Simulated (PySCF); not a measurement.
EPR parameters of C7H6FO

Compound: C7H6FO (doublet state).
Z-matrix (Å and degrees, GFN2-xTB geometry), rows numbered from 1:
```
O 
C   1  1.2029
C   2  1.4739  1  124.51
C   3  1.4138  2  119.62  1    -0.11
C   4  1.3999  3  120.16  2  -179.92
C   5  1.3575  4  121.80  3    -0.03
C   6  1.4921  5  122.52  4    -0.07
C   3  1.3660  2  121.24  1   179.92
F   8  1.3484  3  120.80  2     0.01
H   2  1.1054  1  121.37  3   179.97
H   4  1.0767  3  118.06  2     0.08
H   5  1.0799  4  118.64  3   179.97
H   6  1.0788  5  121.00  4  -179.96
H   7  1.1024  6  110.47  5  -122.13
H   7  1.1024  6  110.58  5   122.40
```

The hyperfine couplings belong to this conformer and change with its torsions.

Identity: `O=CC1=CC=CC[C]1F` [radical].

Computed with PySCF, UKS B3LYP, pcH-1 on C F H O, non-relativistic, mean-field spin-orbit, GIAO. Geometry: GFN2-xTB, one conformer, isolated molecule. The geometry wasn't refined by DFT: couplings that depend on bond lengths, twists or pyramidal angles can differ widely from those at the functional's own minimum. Stability of the SCF solution: not tested. ⟨S²⟩ is 0.788 where a pure state has 0.75.

| Property | Result |
| --- | --- |
| g1, g2, g3 | 2.00214, 2.00309, 2.00315 |
| g_iso | 2.00279 |
| Form of g | close to axial: the two nearest values differ by 6 % of g3 − g1 |
| ⟨S²⟩ | 0.7880 (exact 0.7500) |
| α and β electrons | 33, 32 |
| HOMO–LUMO gap, α and β orbitals | 3.18, 4.67 eV |

Isotropic coupling and dipolar principal values T1 to T3, in MHz; ρ(0) is the spin density at the nucleus:

```tsv
atom	isotope	a_iso	T1	T2	T3	Mulliken spin population	ρ(0) (bohr⁻³)
O1	17O	2.7	-5.9	-5.3	11.2	-0.04	-0.0044
C2	13C	6.0	-1.8	-0.3	2.1	0.02	0.0054
C3	13C	-35.0	-19.7	8.6	11.1	-0.18	-0.0311
C4	13C	50.0	-46.7	-44.2	90.9	0.59	0.0445
C5	13C	-39.1	-24.8	10.5	14.3	-0.22	-0.0348
C6	13C	41.1	-37.5	-35.3	72.8	0.47	0.0365
C7	13C	-33.5	-0.9	-0.1	1.0	-0.08	-0.0298
C8	13C	38.1	-31.4	-30.5	61.9	0.33	0.0339
F9	19F	46.2	-88.2	-70.9	159.1	0.02	0.0110
H10	1H	-0.8	-1.3	-0.9	2.3	0.00	-0.0002
H11	1H	-39.1	-22.8	-0.1	22.9	-0.03	-0.0088
H12	1H	10.2	-4.2	-1.1	5.3	0.01	0.0023
H13	1H	-30.8	-17.6	-1.1	18.8	-0.02	-0.0069
H14	1H	144.7	-3.7	-0.5	4.2	0.06	0.0324
H15	1H	144.0	-3.7	-0.5	4.2	0.06	0.0322
```

The Mulliken spin populations are largest on C4 (+0.59), C6 (+0.47), C8 (+0.33) and C5 (-0.22). Three atoms exceed +0.15. The angles at C4 add up to 360.0°, so it is planar.

C8, the radical centre as drawn in `O=CC1=CC=CC[C]1F`, holds a spin population of +0.33 out of 1.

Axes: g2 points within 8° of the C6–C7 bond and g3 points within 15° of the C7–C8 bond.

Under fast tumbling the dipolar parts average out, and these isotropic splittings remain: 2 × 1H (H14/H15, I = 1/2, 3 lines) with 5.15 mT, 1 × 19F (F9, I = 1/2, 2 lines) with 1.65 mT, 1 × 1H (H11, I = 1/2, 2 lines) with 1.40 mT, 1 × 1H (H13, I = 1/2, 2 lines) with 1.10 mT and 1 × 1H (H12, I = 1/2, 2 lines) with 0.36 mT.

Nuclei that the bonding pattern makes equivalent are averaged, as if the motion that swaps them (rotation, inversion, ring flip) were fast.

The 13C coupling of C4 (50.0 MHz) shows only in satellite lines or after enrichment, since that isotope makes up about 1.07 % of natural carbon.

The spin density at the nucleus, in bohr⁻³, is negative for C5 (-0.0348), C3 (-0.0311) and C7 (-0.0298), for instance. A restricted open-shell determinant has no negative spin density anywhere; here it arises because α and β orbitals differ (spin polarisation).

The run took 98 s of wall time (with the writing of density and orbital grids) on one thread, Arm Neoverse V1 (aarch64), on a shared host, and the process peaked at 0.96 GiB of memory.
